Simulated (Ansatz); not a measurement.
Ansatz (an electronic-structure program) input file for Si(H)2(Me)(OMe) (C₂H₈OSi), SMILES CO[SiH2]C, PBE/def2-SVPD. Geometry optimised at PBE0-D3(BJ)/def2-SVP. One conformer was computed; it need not be the lowest.

Ansatz 0.2 input:
```yaml
crystal:
  periodic: [false, false, false]
  atoms:
    - {symbol: Si, position_ang: [-0.52677621, 0.48327561, -0.00000000]}
    - {symbol: C, position_ang: [0.49726268, 2.03841222, -0.00000000]}
    - {symbol: O, position_ang: [0.52975880, -0.80679323, 0.00000000]}
    - {symbol: C, position_ang: [0.12757871, -2.14528490, -0.00000000]}
    - {symbol: H, position_ang: [-1.41057577, 0.41668489, 1.21032844]}
    - {symbol: H, position_ang: [-1.41057578, 0.41668489, -1.21032843]}
    - {symbol: H, position_ang: [-0.15067184, 2.92869700, -0.00000000]}
    - {symbol: H, position_ang: [1.14067989, 2.07875631, 0.89178528]}
    - {symbol: H, position_ang: [1.14067989, 2.07875631, -0.89178527]}
    - {symbol: H, position_ang: [-0.47203362, -2.40147231, 0.89401002]}
    - {symbol: H, position_ang: [1.02227898, -2.78691143, -0.00000000]}
    - {symbol: H, position_ang: [-0.47203362, -2.40147231, -0.89401002]}
basis:
  gaussian:
    orbitals: def2-SVPD
hamiltonian:
  xc: {name: PBE}
```

Log of the run:

```
WARN ansatz: RAYON_NUM_THREADS=1 ignored (pool sized by the plan → 1); use --threads N
Functional definition: PBE
integrals: 0.07 GiB planned
1263 factors; their error is unknown
mean field: 0.54 GiB planned
mean field evaluation 1: about -12102.9774 eV, gradient 7.4e1 eV
mean field evaluation 2: about -12066.6864 eV, gradient 1.4e2 eV
mean field evaluation 4: about -12114.9644 eV, gradient 1.0e1 eV
mean field evaluation 8: about -12115.1741 eV, gradient 1.9e-1 eV
mean field evaluation 16: about -12115.1236 eV, gradient 7.7e-5 eV
mean field -12115.12363460 eV, -445.2225816459 hartree, gradient 7.7e-5 eV, S^2 0.000000; 0 other end points of the search recorded, 0 dependent functions left out
reference -12115.12368084 eV, -445.2225833450 hartree; 21, 21 occupied and 130, 130 virtual orbitals, 1263 factors
Total energy: -12115.12368084 eV, -445.2225833450 hartree
```

The run converged.

Cost: around 2.9 core-seconds (rough).
